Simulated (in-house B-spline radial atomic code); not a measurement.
## Ionising Os5+ with different functionals

Computed with a B-spline radial code for spherical atoms: scalar-relativistic (spin-free X2C) Hamiltonian, Fermi nucleus of rms radius 5.4126 fm, spin-polarised at highest spin, spherical fractional occupations for the functionals, and exact exchange of hybrids averaged over the configuration. The ionisation energy is the difference of two self-consistent energies, [Xe] 4f14 5d3 → [Xe] 4f14 5d2, without Breit or QED terms; ε is the level of the shell that loses the electron (its least bound occupied spin orbital). There is no spin-orbit coupling in this Hamiltonian.

| method | rung | ΔSCF (eV) | -ε(5d) (eV) |
| --- | --- | --- | --- |
| PBE0 | global hybrid | 70.71 | 65.40 |
| B3LYP | global hybrid | 70.66 | 64.93 |
| TPSSh | global hybrid | 70.62 | 64.16 |
| BHandHLYP | global hybrid | 70.52 | 67.12 |
| r2SCAN0 | global hybrid | 70.82 | 65.57 |
| B97-1 | global hybrid | ? | ? |
| HSE06 | range-separated hybrid | 70.66 | 64.95 |
| wB97X | range-separated hybrid | ? | ? |
| CAM-B3LYP | range-separated hybrid | 70.62 | 66.79 |
| LC-wPBE | range-separated hybrid | 70.63 | 68.31 |

(1) What does B97-1 give?

(2) What does wB97X give?

(3) Among the functionals, which spreads more, the ΔSCF values or the orbital energies?

(4) How do they compare with the NIST value?

Answers

(1) ΔSCF 70.50 eV, and -ε(5d) = 64.88 eV.

(2) ΔSCF 70.24 eV, and -ε(5d) = 67.63 eV.

(3) The orbital energies: ΔSCF values span about 0.57 eV and the orbital energies 4.15 eV; here energy differences depend much less on the functional than eigenvalues do.

(4) NIST lists 70 eV ± 2 (tabulated theory, ground level to ground level). Errors run from +0.14 to +0.72 eV; all lie within about twice that uncertainty, so the table can't rank the methods.
